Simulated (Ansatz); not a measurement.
The same molecule with X = O, S, Se. Ansatz, PBE0-D4/def2-TZVP geometries, multiplicity 1. Each molecule was computed in one conformer, which needn't be the lowest.

Scalar relativity is left out up to krypton.

| X | molecule | mean X–B bond length / Å | mean X–H bond length / Å | HOMO energy (B3LYP/def2-TZVPP) / eV | HOMO energy (PBE0/def2-TZVPP) / eV | size of the dipole moment (ωB97M-V/def2-TZVPP) / D |
| --- | --- | --- | --- | --- | --- | --- |
| O | `OBF` | 1.344 | 0.963 | -10.22 | -10.43 | 1.09 |
| S | `FBS` | 1.794 | 1.342 | -8.10 | -8.36 | 1.53 |

(1) Give the row for X = Se, `FB[SeH]`. (Best estimate.)

Answers

(1) Computed: 
| X | molecule | mean X–B bond length / Å | mean X–H bond length / Å | HOMO energy (B3LYP/def2-TZVPP) / eV | HOMO energy (PBE0/def2-TZVPP) / eV | size of the dipole moment (ωB97M-V/def2-TZVPP) / D |
| --- | --- | --- | --- | --- | --- | --- |
| Se | `FB[SeH]` | 1.934 | 1.467 | -7.55 | -7.80 | 1.25 |

From O to Se the mean X–B bond length rises at each step, by 0.590 Å in all; the mean X–H bond length rises at each step, by 0.504 Å in all; the HOMO energy (B3LYP/def2-TZVPP) rises at each step, by 2.67 eV in all; the HOMO energy (PBE0/def2-TZVPP) rises at each step, by 2.63 eV in all. Bonds lengthen as the atom grows down the group. Dipoles are sizes alone, and their direction can turn along the series.

B3LYP here is the variant with VWN-RPA as its local correlation; programs differ in this.

Spin–orbit coupling is left out; it splits and shifts lone-pair levels of the heavy atoms by tenths of an eV.
